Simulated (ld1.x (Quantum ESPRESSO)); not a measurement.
Configuration tests for gallium (Ga) (ultrasoft)

| Quantity | Value |
| --- | --- |
| Element | Ga |
| Generator | ld1.x (Quantum ESPRESSO) 7.5 |
| Type | ultrasoft |
| Functional | LDA (PZ) |
| Relativity | scalar-relativistic |
| Frozen core | [Ar] |
| Valence charge | 13 |
| Reference configuration | 3d10 4s1 4p0 (charge +2) |
| Partial waves | 4s (bound): rcut 1.65, rcutus 1.85 bohr; 4s channel at 2.45 Ry: rcut 1.65, rcutus 1.85 bohr; 4p (bound, empty): rcut 1.55, rcutus 1.80 bohr; 4p channel at -0.65 Ry: rcut 1.55, rcutus 1.80 bohr; 3d (bound): rcut 0.75, rcutus 1.00 bohr; 3d channel at -2.3 Ry: rcut 0.75, rcutus 1.00 bohr |
| Local potential | all-electron potential smoothed inside 1.55 bohr (lloc = -2) |
| Core correction | a·sin(br)/r model core inside 0.85 bohr |
| Augmentation charge | PSQ, inside the norm-conserving radii |

Energies are relative to the spin-unpolarised reference configuration 3d10 4s1 4p0; without spin polarisation the order of configurations can differ from experiment. Spin-polarised rows fill each open shell by Hund’s rule, majority spin first. The frozen-core shift is the all-electron ΔE with the core orbitals held at their reference shape minus the fully relaxed ΔE.

```tsv
valence configuration	charge	ΔE all-electron (eV)	error AE − PS (meV)	frozen-core shift (meV)
3d10 4s2 4p0	+1	-21.503	-1.5	-0.8
3d10 4s0 4p0	+3	31.600	-13	+5.7
3d9 4s2 4p1	+1	0.575	-242	+195
3d10 4s2 4p1.3	-0.3	-27.969	+0.7	-1.0
3d10 4s1 4p1	+1	-14.053	+2.0	-1.2
3d10 4s1 4p0 (spin-polarised)	+2	-0.308	-1.7	+0.6
3d10 4s2 4p1 (spin-polarised)	0	-27.525	+0.3	-1.0
```

What are ΔE and the potential's error for 3d10 4s1 4p2?

ΔE = -20.779 eV all-electron; the error (AE − PS) is +3.3 meV.

What are ΔE and the potential's error for 3d10 4s2 4p1?

ΔE = -27.391 eV all-electron; the error (AE − PS) is +0.4 meV.

Levels in the configuration 3d10 4s1 4p2:

```
level  all-electron (eV)  pseudo (eV)
   3d            -21.266      -21.251
   4s            -10.280      -10.279
   4p             -3.500       -3.500
```

A variational frozen-core shift is positive and of second order in the change. This column holds negative values, so the frozen-core run of ld1.x carries numerical noise or an error of first order here, and the column gives no more than the rough size of the effect.
